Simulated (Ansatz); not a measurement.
Job for Ansatz (a quantum-chemistry and plane-wave program): R-CCSD(T)/cc-pVQZ on C2H4F2 (SMILES FCCF).

Ansatz 0.2 input:
```yaml
crystal:
  periodic: [false, false, false]
  atoms:
    - {symbol: F, position_ang: [-1.36943970, 0.88126593, -0.72097629]}
    - {symbol: C, position_ang: [-0.74970373, -0.08339687, 0.06976392]}
    - {symbol: C, position_ang: [0.74974443, 0.08323556, -0.06993051]}
    - {symbol: F, position_ang: [1.36948980, -0.87999971, 0.72252844]}
    - {symbol: H, position_ang: [-1.06818985, -1.06875574, -0.27473906]}
    - {symbol: H, position_ang: [-1.06512984, 0.06338450, 1.10418055]}
    - {symbol: H, position_ang: [1.06571185, -0.06502833, -1.10396256]}
    - {symbol: H, position_ang: [1.06761702, 1.06929465, 0.27313552]}
basis:
  gaussian:
    orbitals: cc-pVQZ
magnetization: {spin_polarized: false}
correlation: {method: ccsd_t, electrons: outside_noble_gas}
scf: {lower_state_search: off}
```

Program output:

```
WARN ansatz: RAYON_NUM_THREADS=4 ignored (pool sized by the plan → 4); use --threads N
Functional definition: HF
these checks for a lower state are left out or cut short: stability, starts, cluster_reference, orbital_swaps, neighbouring_geometries, increment
integrals: 3.95 GiB planned
2021 factors; integrals over basis functions are off by at most 9.2e-4 eV
mean field: 1.60 GiB planned
mean field evaluation 1: about -7537.2525 eV, gradient 2.9e1 eV
mean field evaluation 2: about -7537.3684 eV, gradient 2.9e1 eV
mean field evaluation 4: about -7539.0432 eV, gradient 3.7e0 eV
mean field evaluation 8: about -7539.0724 eV, gradient 1.0e-1 eV
mean field -7539.07248058 eV, -277.0558034946 hartree, gradient 1.7e-6 eV, S^2 0.000000; 0 other end points of the search recorded, 0 dependent functions left out
4 core orbitals not correlated
reference -7539.07248058 eV, -277.0558034946 hartree; 13, 13 occupied and 323, 323 virtual orbitals, 2021 factors
second order -24.85796770 eV of doubles, -0.00000000 eV of singles
coupled cluster: 5.63 GiB planned
cycle   1  -24.68796579 eV  change    1.7e-1 eV  update   9.1e-2
cycle   2  -25.17952713 eV  change   -4.9e-1 eV  update   2.7e-2
cycle   3  -25.29383888 eV  change   -1.1e-1 eV  update   1.2e-2
cycle   4  -25.28033424 eV  change    1.4e-2 eV  update   2.1e-3
cycle   5  -25.27966718 eV  change    6.7e-4 eV  update   8.4e-4
cycle   6  -25.28057454 eV  change   -9.1e-4 eV  update   2.3e-4
cycle   7  -25.28054172 eV  change    3.3e-5 eV  update   7.5e-5
cycle   8  -25.28049488 eV  change    4.7e-5 eV  update   2.1e-5
cycle   9  -25.28049777 eV  change   -2.9e-6 eV  update   7.3e-6
perturbative correction -0.86886346 eV, -0.0319301434 hartree
Total energy: -7565.22184182 eV, -278.0167747952 hartree
Checks for a lower state left out: stability, starts, cluster_reference, orbital_swaps, neighbouring_geometries, increment
```

Self-consistency was reached.

Cost: roughly 70 core-minutes.
